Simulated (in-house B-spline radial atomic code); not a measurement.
Checks on a self-consistent run for O, [He] 2s2 (2p3/2)3 (6g7/2)1. Level of theory: Dirac-Hartree-Fock, average of the jj configuration, Fermi nucleus of rms radius 2.6991 fm; calculated with an all-electron radial atomic-structure program (B-spline basis).

| orbital | q | ε (Eh) | <1/r> | <r²> | small-component weight |
| --- | --- | --- | --- | --- | --- |
| 1s1/2 | 2 | -21.37551 | 7.65751 | 0.0529529 | 0.00077904 |
| 2s1/2 | 2 | -1.79286 | 1.32582 | 1.41071 | 9.0944e-05 |
| 2p3/2 | 3 | -1.20685 | 1.21013 | 1.52611 | 7.9196e-05 |
| 6g7/2 | 1 | -0.01389 | 0.0277779 | 2177.99 | 3.698e-07 |

Electron-electron repulsion V_ee = 24.3155 hartree.

What total energy follows from the eigenvalues?

The eigenvalues count the repulsion twice, so E = Σqε - V_ee = -49.971 - 24.316 = -74.287 hartree; the run printed -74.287.

Does the Dirac virial theorem hold?

For a point nucleus E = -2c²Σq·w, with w the small-component weight. Here Σq·w = 0.0019779 and c = 137.0360, so the ratio E/(-2c²Σq·w) is 1.000000.

What diamagnetic shielding (Lamb formula) and susceptibility (Langevin formula) do the radii give?

σ = (α²/3)Σq<1/r> = 21.6248/(3·137.036²) = 383.85 ppm, and χ = -0.79199×10⁻⁶·Σq<r²> = -1731×10⁻⁶ cm³/mol with Σq<r²> = 2185.5 bohr². Both are non-relativistic formulas without the paramagnetism of open shells.
